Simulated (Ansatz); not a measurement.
Computed with Ansatz on PBE0-D4/def2-TZVP structures; ΔE is electronic, products minus reactants. CCSD(T)/CBS adds triple-zeta CCSD(T) − MP2 to the extrapolated MP2 energy (def2 sets, frozen cores). DFT in def2-TZVPP. One conformer a species, not always the lowest.

Reaction (formal exchange of groups at the Si–C bond): `O=C=C[SiH3]` + `CSC(C)C` → `CC(C)S[SiH3]` + `CC=C=O`

```json
{"species": "`O=C=C[SiH3]`", "r2SCAN-D4 energy (Eh)": "-443.27173"}
{"species": "`CSC(C)C`", "r2SCAN-D4 energy (Eh)": "-556.58502"}
{"species": "`CC(C)S[SiH3]`", "r2SCAN-D4 energy (Eh)": "-807.98181"}
{"species": "`CC=C=O`", "r2SCAN-D4 energy (Eh)": "-191.88493"}
```

Task: Work out ΔE.

Result: ΔE = (-807.98181) + (-191.88493) − (-443.27173) − (-556.58502) = -0.00999 Eh = -6.3 kcal/mol. CCSD(T)/CBS gives -6.6 kcal/mol.

Largest T1 diagnostic among the species: 0.016.
